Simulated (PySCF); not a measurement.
Isomers of C2H6O: 1 is CCO, 2 is COC; one conformer of each (the lowest of an xTB search), B3LYP-D3(BJ)/def2-TZVP minima.
Isomer 1 (charge 0, multiplicity 1):
```xyz
9

C     -0.868     0.041    -0.054
C      0.535    -0.406    -0.425
O      1.438     0.685    -0.586
H     -1.518    -0.822     0.109
H     -0.852     0.640     0.857
H     -1.312     0.643    -0.852
H      0.511    -1.023    -1.333
H      0.963    -1.016     0.371
H      1.103     1.257    -1.285
```
Isomer 2 (charge 0, multiplicity 1):
```
atom    x (Å)    y (Å)    z (Å)
----  -------  -------  -------
C     -1.1629  -0.1519   0.0003
O      0.0703  -0.7897   0.2426
C      1.1707   0.0641   0.0267
H     -1.9503  -0.8796   0.1907
H     -1.2387   0.1941  -1.0394
H     -1.3055   0.7119   0.6634
H      1.2046   0.4209  -1.0115
H      2.0738  -0.5074   0.2355
H      1.1379   0.9376   0.6917
```

No zero-point or thermal terms.

Rows in 6-31G* carry no dispersion term and start afresh at each structure (6-31G* with six Cartesian d functions).

Run with PySCF for 6-31G* rows, M06-2X. 

**Question.** Estimate the electronic energy of isomer 2 less that of isomer 1 that HF/6-31G* returns for this input.

**Answer.** 6.8 kcal/mol

**Question.** What electronic energy of isomer 2 less that of isomer 1 does M06-2X/def2-TZVPP give?

**Answer.** 10.6 kcal/mol

**Question.** Give the electronic energy of isomer 2 less that of isomer 1 at the level BP86/6-31G*.

**Answer.** 6.2 kcal/mol
